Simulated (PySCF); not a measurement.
Calculated NMR parameters of [SiH3]O[C@]12CCC[C@H]1CCC2

```
Formula                               : C8H16OSi
SMILES                                : [SiH3]O[C@]12CCC[C@H]1CCC2
InChI                                 : InChI=1S/C8H16OSi/c10-9-8-5-1-3-7(8)4-2-6-8/h7H,1-6H2,10H3/t7-,8-
Point group of the computed structure : C1
Degrees of unsaturation               : 2
Carbon signals                        : 5
Proton signals                        : 8
```

Atoms are numbered as in `[SiH3:1][O:2][C@:3]12[CH2:4][CH2:5][CH2:6][C@H:7]1[CH2:8][CH2:9][CH2:10]2`. Each H is labelled by its parent atom. Ha(C8), Ha(C9), Ha(C10) are cis to C6 on the ring; Ha(C4), Ha(C5), Ha(C6) are cis to C8 on the ring; Hb(C8), Hb(C9), Hb(C10) are trans to C6 on the ring; Hb(C4), Hb(C5), Hb(C6) are trans to C8 on the ring.

A single conformation, equivalent nuclei averaged, no solvent model, non-relativistic Hamiltonian. σ from GIAO-PBE0/pcSseg-1; PBE0-D3(BJ)/def2-SVP structure; PySCF.

Chemical shifts δ = σref − σ; 1H (σref 31.27), 13C (σref 184.41), 29Si (σref 351.99) against TMS; 17O (σref 334.56) vs H2O, all at this level.

| carbon | δC, type | δH (multiplicity) | HMBC from (2–3 bonds) | span of the C tensor (ppm) |
| --- | --- | --- | --- | --- |
| C3 | 94.1, C | – | H(Si1), H(C7), Hb(C6)/Hb(C8), Hb(C4)/Hb(C10), Hb(C5)/Hb(C9), Ha(C5)/Ha(C9), Ha(C4)/Ha(C10), Ha(C6)/Ha(C8) | 39 |
| C4/C10 | 40.6, CH2 | Ha(C4) 1.31 (m); Hb(C4) 1.86 (m) | H(C7), Hb(C6)/Hb(C8), Hb(C4)/Hb(C10), Hb(C5)/Hb(C9), Ha(C5)/Ha(C9), Ha(C4)/Ha(C10), Ha(C6)/Ha(C8) | 34 |
| C5/C9 | 27.8, CH2 | Hb(C5) 1.62 (m); Ha(C5) 1.43 (m) | H(C7), Hb(C6)/Hb(C8), Hb(C4)/Hb(C10), Ha(C4)/Ha(C10), Ha(C6)/Ha(C8) | 42 |
| C6/C8 | 35.4, CH2 | Hb(C6) 1.91 (m); Ha(C6) 1.02 (m) | H(C7), Hb(C6)/Hb(C8), Hb(C4)/Hb(C10), Hb(C5)/Hb(C9), Ha(C5)/Ha(C9), Ha(C4)/Ha(C10), Ha(C6)/Ha(C8) | 40 |
| C7 | 55.1, CH | 2.16 (m) | Hb(C6)/Hb(C8), Hb(C4)/Hb(C10), Hb(C5)/Hb(C9), Ha(C5)/Ha(C9), Ha(C4)/Ha(C10), Ha(C6)/Ha(C8) | 53 |

Other nuclei:
| atoms | nucleus | environment | δ (ppm) | σ (ppm) |
| --- | --- | --- | --- | --- |
| H(Si1) | 1H | hydrogen on a silicon bonded to O | 4.78 | 26.49 |
| Si1 | 29Si | silicon bonded to O, 3 H | -46.5 | 398.5 |
| O2 | 17O | oxygen bonded to C, Si | 67.5 | 267.0 |

1. Carbon types of the structure: 1 × C, 1 × CH, 6 × CH2, leaving 3 H on heteroatoms.
2. δC 94.1: fully substituted sp3 carbon bonded to O; the inductive effect lowers its shielding.
3. δC 55.1: sp3 CH in a ring.
4. δC 40.6, 35.4, 27.8: sp3 CH2 in a ring; saturated and bonded to C and H only.
5. δH 4.78: hydrogen on a silicon bonded to O.
6. δH 1.91, 1.86, 1.62, 1.43, 1.31, 1.02: hydrogen on an sp3 CH2 in a ring.

Shifts are as computed. Against solution values, carbons near 30 ppm lie about +2 ppm off and those near 130 ppm about +5 ppm. Of 1211 compounds with measured shifts, 218 miss one by over three times the rms of a fit or turn the order of signals round; such compounds aren't used in these exercises. Experimental scales use liquid or dissolved standards, which lie at an offset from isolated H2O (liquid H2O: subtract about 36 ppm). No couplings were computed; multiplicities are counted from neighbouring protons, with m where these are inequivalent, close in shift, in a saturated or five-membered ring or joined by F or P, and br s for small geminal =CH2 splittings.
